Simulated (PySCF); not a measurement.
## Correlation energy of Mn+ (manganese, charge +1)

[Ar] 3d6, high-spin 5D determinant (an excited configuration). All numbers are calculated (PySCF 2.14, scalar relativity by spin-free X2C-1e, in x2c-TZVPPall (6s5p4d2f1g, 64 functions)). Frozen: [Ar]; 6 electrons correlated.

```csv
level,correlation energy (mhartree)
CCSD,-137.11
(T),-3.81
CCSD(T),-140.92
```

Diagnostics: T1 = 0.012, D1 = 0.0233, largest double amplitude 0.032.

Q: Is a single reference adequate?

A: Yes: T1 lies below 0.03 and no double amplitude reaches 0.07.
